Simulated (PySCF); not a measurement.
One of the candidates below gave these computed data.

All candidates are C6H13NO2Si.

| technique | computed result |
| --- | --- |
| 13C NMR | chemical shifts (computed TMS as zero) by class: 175.3 (1 C), 159.2 (1 C), 133.6 (1 C), 30.0 (1 C), 27.0 (1 C), 24.8 (1 C) ppm [GIAO PBE0/pcSseg-1] |
| Dipole | 2.10 D [PBE0/pcSseg-1] |
| 1H NMR | chemical shifts (computed TMS as zero) by class: 6.64 (1 H), 5.91 (1 H), 5.40 (1 H), 2.86 (3 H), 2.10 (3 H), 1.99 (3 H), -0.19 (1 H) ppm [GIAO PBE0/pcSseg-1] |
| Rotational structure | rotational constants A, B, C: 1.173, 0.812, 0.513 GHz [GFN2-xTB] |
| NMR, other nuclei | isotropic shieldings of nuclei other than C and H, by class: 241 (1 N), -137 (1 O), 120 (1 O), 374 (1 Si) ppm [GIAO PBE0/pcSseg-1] |

Electronic properties: PySCF, gas phase, density fitting. Levels stand in brackets. Isolated species at its GFN2-xTB geometry (one conformer only). NMR classes are plain means over equivalent atoms (diastereotopic ones count apart unless rotation or inversion swaps them), as if these changed places fast.

Problem. Which candidate is it?
A. `[H]/N=C/C(C)(C)[SiH2]C(=O)OC`
B. `C[C@@H]([SiH3])[C@@](C)(C=O)C(N)=O`
C. `C=CCNC(=O)[C@H](C)O[SiH3]`
D. `C/C=C/[Si@@H](NC)OC(C)=O`

Solution. D. It is `C/C=C/[Si@@H](NC)OC(C)=O`. Numbering: `[CH3:1]/[CH:2]=[CH:3]/[Si@@H:4]([NH:5][CH3:6])[O:7][C:8]([CH3:9])=[O:10]`. Its formula, C6H13NO2Si, gives 2 degrees of unsaturation: 0 rings and 2 π bonds in the structure found. 6 carbons fall into 6 classes; from least to most shielded: carbonyl carbon [C8] (175.3 ppm), alkene CH carbon [C2] (159.2 ppm), alkene CH carbon [C3] (133.6 ppm), N-methyl carbon [C6] (30.0 ppm), allylic carbon [C1] (27.0 ppm), methyl carbon next to a carbonyl [C9] (24.8 ppm). Hydrogen classes from least to most shielded: 1 H on an alkene CH carbon, C2 (6.64 ppm), 1 H on an alkene CH carbon, C3 (5.91 ppm), 1 H on an oxygen-bound silicon, Si4 (5.40 ppm), 3 H on an N-methyl carbon, C6 (2.86 ppm), 3 H on a methyl carbon next to a carbonyl, C9 (2.10 ppm, a mean of values up to 0.5 ppm apart in this geometry), 3 H on an allylic carbon, C1 (1.99 ppm), 1 H on a silicon-bound nitrogen, N5 (-0.19 ppm). The other shieldings belong to: 241 ppm, silicon-bound nitrogen [N5]; -137 ppm, carbonyl oxygen [O10]; 120 ppm, oxygen singly bound to a carbonyl carbon [O7]; 374 ppm, oxygen-bound silicon [Si4]. The optimised geometry has point group C1 and is an asymmetric top.

The others, at the same levels:
- `C[C@@H]([SiH3])[C@@](C)(C=O)C(N)=O` fails: its computed 13C shifts are 217.1 (1 C), 179.5 (1 C), 62.1 (1 C), 27.4 (1 C), 23.7 (1 C), 13.7 (1 C) ppm, 1H shifts are 10.06 (1 H), 5.98 (1 H), 4.70 (1 H), 4.13 (3 H), 1.50 (3 H), 1.26 (3 H), 1.20 (1 H) ppm and rotational constant A is 1.521 GHz (against 1.173 GHz).
- `C=CCNC(=O)[C@H](C)O[SiH3]` fails: its computed 13C shifts are 179.2 (1 C), 144.9 (1 C), 118.4 (1 C), 70.9 (1 C), 43.9 (1 C), 25.6 (1 C) ppm, 1H shifts are 6.22 (1 H), 5.50 (1 H), 5.46 (1 H), 5.26 (1 H), 5.04 (3 H), 4.39 (1 H), 4.35 (1 H), 3.44 (1 H), 1.44 (3 H) ppm and rotational constant A is 2.319 GHz (against 1.173 GHz).
- `[H]/N=C/C(C)(C)[SiH2]C(=O)OC` fails: it has 5 carbon classes against 6; its computed 13C shifts are 189.0 (1 C), 182.4 (1 C), 50.7 (1 C), 36.9 (1 C), 22.4 (2 C) ppm, 1H shifts are 10.82 (1 H), 8.39 (1 H), 4.14 (2 H), 3.94 (3 H), 1.44 (6 H) ppm and rotational constant A is 1.819 GHz (against 1.173 GHz).

Each candidate is one conformer, not necessarily the lowest. Dipoles, sizes and rotational constants follow the conformer. The torsions of the flexible species, by atom-mapped SMILES:
- `[CH3:1]/[CH:2]=[CH:3]/[Si@@H:4]([NH:5][CH3:6])[O:7][C:8]([CH3:9])=[O:10]`: C2–C3–Si4–N5 129°, C3–Si4–N5–C6 164°, C3–Si4–O7–C8 59°, Si4–O7–C8–C9 -179°
- `[CH3:1][C@@H:2]([SiH3:3])[C@@:4]([CH3:5])([CH:6]=[O:7])[C:8]([NH2:9])=[O:10]`: C1–C2–C4–C5 46°, C2–C4–C6–O7 179°, C2–C4–C8–N9 169°, H–N9–C8–C4 173°, H–N9–C8–C4 17°
- `[H]/[N:10]=[CH:9]/[C:6]([SiH2:5][C:3]([O:2][CH3:1])=[O:4])([CH3:7])[CH3:8]`: C1–O2–C3–O4 0°, O2–C3–Si5–C6 119°, C3–Si5–C6–C7 66°, Si5–C6–C9–N10 -96°

The conformers of `C=CCNC(=O)[C@H](C)O[SiH3]` aren't listed.
